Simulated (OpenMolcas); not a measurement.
# Se2+: effect of the active space

* Program: OpenMolcas 26.06
* Method: SS-CASPT2, IPEA 0.25 Eh, imaginary shift 0.1 Eh
* Basis: ANO-RCC-VDZP
* Scalar Hamiltonian: DKH2, point nucleus
* Spin-orbit coupling: state interaction with AMFI integrals over the reference wave functions, term energies averaged over their components

A. 2 electrons in 3 orbitals (4p); 2S+1 = 3 even, 3 roots; 2S+1 = 1 even, 6 roots; closed shells correlated: 3d 4s; CASPT2 step about 0.5 core-seconds
B. 4 electrons in 4 orbitals (4s 4p); 2S+1 = 3 even, 6 roots; 2S+1 = 1 even, 11 roots; 2S+1 = 5 odd, 1 root; 2S+1 = 3 odd, 9 roots; 2S+1 = 1 odd, 8 roots; closed shells correlated: 3d; CASPT2 step roughly 1.7 core-seconds

Energies in cm-1 above 4s2 4p2 3P0, the measured ground level; measured values from Moore, Atomic Energy Levels, vol. II, NSRDS-NBS 35 (1971 reprint of NBS Circular 467, 1952).

```tsv
Level	A	B	Measured
4s2 4p2 3P0	0.0	0.0	0.0
4s2 4p2 3P1	1462	1453	1741
4s2 4p2 3P2	3470	3410	3937
4s2 4p2 1D2	14200	13920	13032
4s2 4p2 1S0	29940	28100
```

Deviations, from unrounded energies. A percentage is the sum of absolute deviations over the sum of measured energies, with the sign that they share, or ± where signs differ.

| Against measurement | Levels | A | B |
| --- | --- | --- | --- |
| mean absolute deviation (cm-1) | 3 | 640 | 570 |
| fine structure of the ground term (%) | 2 | -13.1 | -14.3 |
| other terms of the ground configuration (%) | 1 | +8.9 | +6.8 |

B lies closest to measurement on these levels. The largest miss of B in the table is 4s2 4p2 1D2, by +890 cm-1. The ranking rests on the paired levels alone, and a cruder setting can come out closer through cancelling errors.

Between A and B the level of the table that moves most is 4s2 4p2 1S0, by 1800 cm-1 (lowest in B, highest in A). Moves below CASPT2's spread within the term are not significant.

CASPT2 does not keep the components of a term degenerate, so their means are used; among the terms shown or strongly mixed into the levels shown the widest spread is 110 cm-1 (4s2 4p2 1D, A). Over all roots computed the reference weight is 0.87 to 0.99 in B; the roots of lowest weight are the least certain, and an intruder state may touch them. With the s shell closed, the reference lacks s² → p² mixing (holds for A). Measured partners are found by configuration, term and J. A level has none where our copy of the source lacks it or the pairing is in doubt (some pairs that miss far off the trend of their configuration count as doubtful), and it then counts in no deviation. Only configurations of the active space appear. The table leaves out levels that lie high or whose names do not pair safely across all columns.
